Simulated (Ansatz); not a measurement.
Ideal-gas functions of CH₄F₂GeN (`C[NH][Ge]([F])[F]`) radical at 800 K and 1 bar, from an Ansatz frequency run at PBE0-D4/def2-TZVP.

Molar mass 140.66 g/mol, point group C1 (symmetry number 1), electronic degeneracy 2, moments of inertia 93.002, 199.373, 256.217 u Å². Harmonic wavenumbers (cm⁻¹, unscaled): 69, 142, 156, 207, 254, 296, 517, 645, 686, 692, 1073, 1115, 1124, 1377, 1449, 1484, 1505, 3027, 3088, 3139, 3566.

Use S(trans) = R[1.5 ln M + 2.5 ln T − 1.1517]; rotational temperatures θ = 24.2544 K / I; S(rot) = R[ln(√π/σ · √(T³/θAθBθC)) + 1.5]; for each mode x = 1.438777 ν̃/T, S = R[x/(eˣ − 1) − ln(1 − e⁻ˣ)] and H = RT x/(eˣ − 1); 1 cm⁻¹ = 0.0119627 kJ/mol; R = 8.31446 J/(mol·K).

Question: By hand: the entropy, in J/(mol·K).

Answer: Translation 191.1. Rotation: θ = 0.2608, 0.1217, 0.0947 K, giving 124.7. Vibration, mode by mode: 25.67, 19.69, 18.91, 16.58, 14.90, 13.65, 9.21, 7.53, 7.08, 7.01, 4.03, 3.80, 3.75, 2.62, 2.36, 2.25, 2.18, 0.23, 0.21, 0.20, 0.10, in all 162.0. Electronic 5.8. Sum 483.6 J/(mol·K).

Question: By hand: H − E and G − E in kJ/mol, counted from the electronic energy.

Answer: Zero-point energy ½ × 25611 × 0.0119627 = 153.2; thermal vibration 60.2; translation, rotation and pV give 4 RT = 26.6. H − E = 240.0 kJ/mol, and G − E = 240.0 − 800 × 483.6/1000 = -146.9 kJ/mol.

Vibration gives 33 % of the entropy, 45.4 J/(mol·K) of it from the modes under 150 cm⁻¹: soft modes count most, and the harmonic formula is weakest for them. The sum counts one conformer and one mirror image; others add a mixing term.
